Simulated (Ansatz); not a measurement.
Harmonic frequencies (cm⁻¹) at PBE0-D4/def2-TZVP from Ansatz: 151, 188, 305, 319, 432, 520, 643, 752, 829, 834, 958, 1025, 1048, 1195, 1273, 1315, 1371, 1462, 1687, 1765, 3175, 3206, 3243, 3268.

Each molecule was computed in one conformer, which needn't be the lowest.

**Question.** Which molecule is it?
A. `C=C(F)/C=C/F`
B. `FC1=CCC1F`
C. `C=C/C(F)=C\F`
D. `FC1C=CC1(F)F`

**Answer.** C.
